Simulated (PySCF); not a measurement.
From one molecule to another.

First species: In(NMe2)3, C6H18InN3.
SMILES: `C[N](C)[In]([N](C)C)[N](C)C`

Second species: SiH(NHEt)3, C6H19N3Si.
SMILES: `[H][Si](NCC)(NCC)NCC`

Levels: CAM-B3LYP/def2-SVPD for HOMO energy, LUMO energy, HOMO–LUMO gap and static isotropic polarisability; TDDFT CAM-B3LYP/def2-SVPD for lowest singlet excitation; TDA CAM-B3LYP/def2-SVPD for lowest triplet excitation (Tamm–Dancoff). Geometries: PBE0-D3(BJ)/def2-SVP. Each species is one conformer at its optimised geometry, gas phase (atoms past krypton carry core potentials, spin–orbit coupling is left out). Electronic properties by PySCF.

```json
{"property": "HOMO energy", "column X": "-7.59 eV", "column Y": "-7.00 eV"}
{"property": "LUMO energy", "column X": "1.39 eV", "column Y": "0.20 eV"}
{"property": "HOMO–LUMO gap", "column X": "8.98 eV", "column Y": "7.20 eV"}
{"property": "lowest singlet excitation", "column X": "6.14 eV", "column Y": "4.02 eV"}
{"property": "lowest triplet excitation (Tamm–Dancoff)", "column X": "5.92 eV", "column Y": "3.67 eV"}
{"property": "static isotropic polarisability", "column X": "125.4 au", "column Y": "140.4 au"}
```

(1) Which column belongs to which species?

(2) How does each property change from the first species to the second?

Answers

(1) Column X is the second species and column Y the first. The first has 28 atoms and 124 electrons, the second 29 and 90.

(2) HOMO energy -0.59 eV; LUMO energy +1.19 eV; HOMO–LUMO gap +1.78 eV; lowest singlet excitation +2.12 eV; lowest triplet excitation (Tamm–Dancoff) +2.25 eV; static isotropic polarisability -15.0 au.

On the first: S1 lies 3.18 eV below the HOMO–LUMO gap. The vertical singlet–triplet gap S1 − T1 is 0.35 eV (TDDFT singlet less Tamm–Dancoff triplet). Atoms past krypton carry effective core potentials; spin–orbit coupling is left out.

On the second: S1 lies 2.84 eV below the HOMO–LUMO gap; its leading configuration is HOMO→LUMO, weight 0.61. No computed singlet falls in the visible range (750 to 380 nm, 1.65 to 3.26 eV); S1 lies 2.88 eV above its blue end.
